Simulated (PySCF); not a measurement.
## Bonding in `c1csc(-c2ccoc2)c1`

Species: C8H6OS.
SMILES with atom numbers: `[cH:1]1[cH:2][s:3][c:4](-[c:5]2[cH:6][cH:7][o:8][cH:9]2)[cH:10]1` (hydrogens: H11 on C1; H12 on C2; H13 on C6; H14 on C7; H15 on C9; H16 on C10)

Geometry (PBE0-D3(BJ)/def2-SVP, Å), atoms numbered from 1 in this order:
```xyz
16
C8H6OS angstrom
C      2.6687   -0.0294   -0.8126
C      2.9860    0.3476    0.4649
S      1.5802    0.5513    1.4299
C      0.5314    0.1271    0.1168
C     -0.9119    0.0993    0.2774
C     -1.8827   -0.2412   -0.7289
C     -3.0994   -0.1329   -0.1321
O     -2.9634    0.2444    1.1549
C     -1.6474    0.3836    1.3994
C      1.2677   -0.1557   -1.0128
H      3.4154   -0.2112   -1.5867
H      3.9722    0.5187    0.8943
H     -1.6894   -0.5280   -1.7598
H     -4.1163   -0.2870   -0.4836
H     -1.3703    0.6879    2.4058
H      0.8117   -0.4465   -1.9598
```

Bond orders from the PBE0/pcSseg-1 density (PySCF). Geometry: PBE0-D3(BJ)/def2-SVP, one conformer, isolated molecule.

Question: How far do the computed orders between heavy atoms stray from the drawn ones?

Answer: The largest departure is 0.437, at O8–C9 (drawn aromatic, 1.063), counting aromatic bonds as 1.5. The bonds drawn aromatic range from 1.06 to 1.62.

Question: Give the Mayer order of every bond, beside its length.

Answer: 
| bond | drawn as | length (Å) | Mayer order |
| --- | --- | --- | --- |
| C1–C2 | aromatic | 1.369 | 1.570 |
| C2–S3 | aromatic | 1.717 | 1.158 |
| S3–C4 | aromatic | 1.733 | 1.166 |
| C4–C5 | single | 1.452 | 0.987 |
| C5–C6 | aromatic | 1.439 | 1.262 |
| C6–C7 | aromatic | 1.360 | 1.620 |
| C7–O8 | aromatic | 1.348 | 1.071 |
| O8–C9 | aromatic | 1.346 | 1.063 |
| C4–C10 | aromatic | 1.378 | 1.557 |
| C10–C1 | aromatic | 1.421 | 1.278 |
| C9–C5 | aromatic | 1.371 | 1.571 |
| C1–H11 | single | 1.091 | 0.968 |
| C2–H12 | single | 1.089 | 0.955 |
| C6–H13 | single | 1.087 | 0.989 |
| C7–H14 | single | 1.087 | 0.977 |
| C9–H15 | single | 1.087 | 0.991 |
| C10–H16 | single | 1.091 | 0.975 |

By pair of heavy elements: C–C: lowest C4–C5 (0.987, 1.452 Å), highest C6–C7 (1.620, 1.360 Å). C–S: all 2 within 0.02 of one another (1.158 to 1.166). C–O: all 2 within 0.02 of one another (1.063 to 1.071).

Question: Sum the orders of all bonds at each heavy atom with more than one neighbour and set the sums beside the valence in the SMILES.

Answer: C1 3.816 (drawn 4), C2 3.683 (drawn 4), S3 2.324 (drawn 2), C4 3.710 (drawn 4), C5 3.820 (drawn 4), C6 3.871 (drawn 4), C7 3.668 (drawn 4), O8 2.134 (drawn 2), C9 3.625 (drawn 4), C10 3.810 (drawn 4). Orders between atoms that aren't bonded are not in these sums.

Mayer orders depend on the basis set.

These values come from a run that also computed NMR shieldings. On one thread, Arm Neoverse V1, shared host, this took 35 s wall.
